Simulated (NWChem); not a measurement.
# SiN₂H₆; SMILES N[SiH2]N

```xyz
9

Si     0.4395    -0.0017     0.0740
N     -0.6546     1.3314     0.0763
N     -0.4792    -1.4556    -0.0472
H      1.4094    -0.1095    -1.0672
H      1.2479     0.2133     1.3209
H     -1.2946     1.4871    -0.6939
H     -0.4045     2.1967     0.5391
H     -0.0784    -2.2824    -0.4727
H     -1.1877    -1.6890     0.6386
```
Atoms are numbered in this order, from 1.

Results from NWChem. The geometry was optimised at PBE0/def2-SVP. GIAO values for the isolated, static molecule; σ is the absolute isotropic shielding, δ = σ(reference) − σ with the isolated reference molecule computed at the same levels (1H: tetramethylsilane, 15N: ammonia, 29Si: tetramethylsilane).

Estimate the computed values for KT2/pcSseg-1. Quantities: δ Si1 (ppm); δ N2 (ppm); δ H4 (ppm); δ H6 (ppm); δ H7 (ppm).


- δ Si1 (ppm) = -41.9
- δ N2 (ppm) = 22.8
- δ H4 (ppm) = 5.08
- δ H6 (ppm) = 0.28
- δ H7 (ppm) = 0.34
